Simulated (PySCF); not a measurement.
B3LYP has the VWN-RPA correlation part, as in Gaussian. Delta-SCF ions had no search for a lower state. Excitations are Tamm–Dancoff values on a coarser integration grid. The basis has no diffuse functions, so Rydberg states are missing or too high.

Z-matrix (Å, degrees):
```
Ge
C 1 1.9702
H 2 1.1012 1 110.66
H 2 1.1012 3 108.26 1 121.43
H 2 1.1012 3 108.26 4 117.14
C 1 1.9702 2 109.47 3 60.07
H 6 1.1012 1 110.66 2 60.02
H 6 1.1012 7 108.26 1 121.43
H 6 1.1012 7 108.26 8 117.14
C 1 1.9702 2 109.47 3 -179.93
H 10 1.1012 1 110.66 2 -179.94
H 10 1.1012 11 108.26 1 121.43
H 10 1.1012 11 108.26 12 117.14
C 1 1.9702 2 109.47 3 -59.93
H 14 1.1012 1 110.66 2 -59.99
H 14 1.1012 15 108.26 1 121.43
H 14 1.1012 15 108.26 16 117.14
```
Charge 0, spin multiplicity 1.

Task: What S1 excitation (TDA), vertical ionisation energy (Delta-SCF) and brightest of the four lowest singlets (TDA) does PySCF 2.14.0 with B3LYP-D3(BJ)/def2-TZVP // B3LYP-D3(BJ)/def2-SVP give?

Result: 
- S1 excitation (TDA) = 7.46 eV
- vertical ionisation energy (Delta-SCF) = 9.84 eV
- brightest of the four lowest singlets (TDA) = 7.46 eV
